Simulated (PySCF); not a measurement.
**Potential energy of SiPb along the bond**

Set-up: PySCF, scalar-relativistic core potentials, basis sets Si def2-TZVPP, Pb def2-TZVPP with ECP60. Energies in eV from Si + Pb in their ground configurations at the same level. All curves are PBE0. state 1: ³Σ⁻ (triplet), unpaired electrons π ↑↑; state 2: Ms = 0 determinant of mixed spin (⟨S²⟩ near 1.0), unpaired electrons π ↑↓, a mixture of terms (⟨Lz²⟩ = 2.0), a second solution, started from another occupation; state 3: ³Π (triplet), unpaired electrons σ ↑, π ↑, a second solution, started from another occupation; state 4: Ms = 0 determinant of mixed spin (⟨S²⟩ near 1.0), unpaired electrons σ ↓, π ↑, a second solution, started from another occupation.

```
R (Å)  state 1  state 2  state 3  state 4
2.220   -1.661   -1.458   -1.976   -1.803
2.323   -2.176   -1.980   -2.275   -2.099
2.426   -2.460   -2.271   -2.383   -2.203
2.504   -2.561   -2.377   -2.375   -2.191
2.581   -2.589   -2.410   -2.313   -2.125
2.658   -2.560   -2.386   -2.219   -2.017
2.762   -2.455   -2.286   -2.068   -1.831
2.891   -2.250   -2.088   -1.859   -1.558
3.046   -1.941   -1.784   -1.599   -1.203
3.252   -1.480   -1.330   -1.262   -0.738
```

Q: Put a parabola through the three lowest points of the state 1 curve and estimate Re, k and ωe (reduced mass 24.66 u; 1 eV/Å² = 0.16022 mdyn/Å; ωe = 1302.8·√(k/μ) cm⁻¹).

A: Through R = 2.504, 2.581, 2.658 Å the second-order coefficient is 4.81 eV/Å², so Re ≈ 2.580 Å, k ≈ 1.54 mdyn/Å and ωe ≈ 326 cm⁻¹. A polynomial fit of higher order to the unrounded PBE0 energies gives Re = 2.577 Å, k = 1.53 mdyn/Å, ωe = 325 cm⁻¹; anharmonicity and rounding make the difference.

The higher-order fit for each curve: state 1: Re = 2.577 Å, ωe = 325 cm⁻¹, De = 2.59 eV; state 2: Re = 2.583 Å, ωe = 322 cm⁻¹, minimum 2.41 eV below the ground-state fragments; state 3: Re = 2.452 Å, ωe = 350 cm⁻¹, minimum 2.39 eV below the ground-state fragments; state 4: Re = 2.451 Å, ωe = 352 cm⁻¹, minimum 2.21 eV below the ground-state fragments.

⟨S²⟩ of the unrestricted solution departs from its pure value on part of the curve, where spin states mix. Spin–orbit coupling is left out, which matters for elements this heavy, above all for dissociation energies. The state was picked by a PBE0 search and need not be the measured ground state.
